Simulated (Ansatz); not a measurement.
Reactions of CH3NSSi (`SC1=N[SiH2]1`).

Computed with Ansatz on PBE0-D4/def2-TZVP structures; ΔE is electronic, products minus reactants. CBS: MP2 limit from def2 TZ/QZ plus the TZ coupled-cluster correction, frozen cores. This one scheme is used for every species, atoms too. No spin–orbit coupling; open shells (•) take unrestricted orbitals. Spin–orbit coupling would lower the free atoms: a little for C, S, Si. For Br outer-core shells are correlated without core-valence functions, so the limit isn't a true one: a few kJ/mol of doubt a bond, and 10 to 20 or more in all where bonds break to atoms. Scalar relativity is left out up to krypton. Each species was taken in one conformer, which may not be the lowest.

```json
{"reaction": "`SC1=N[SiH2]1` → `N=C1[SiH2]S1`", "CCSD(T)/CBS(def2) (kJ/mol)": "-59"}
{"reaction": "`SC1=N[SiH2]1` → C• + 3 H• + N• + S• + Si•", "CCSD(T)/CBS(def2) (kJ/mol)": "2374"}
{"reaction": "`SC1=N[SiH2]1` + HBr → `BrC1=N[SiH2]1` + H₂S", "CCSD(T)/CBS(def2) (kJ/mol)": "?"}
{"reaction": "`SC1=N[SiH2]1` + H–F → `FC1=N[SiH2]1` + H₂S", "CCSD(T)/CBS(def2) (kJ/mol)": "49"}
```

Problem. Fill in the missing values. (Best estimate.)

Solution. The calculation gave: `SC1=N[SiH2]1` + HBr → `BrC1=N[SiH2]1` + H₂S: +25.0 kJ/mol.

Largest T1 diagnostic: 0.017, for `N=C1[SiH2]S1`.
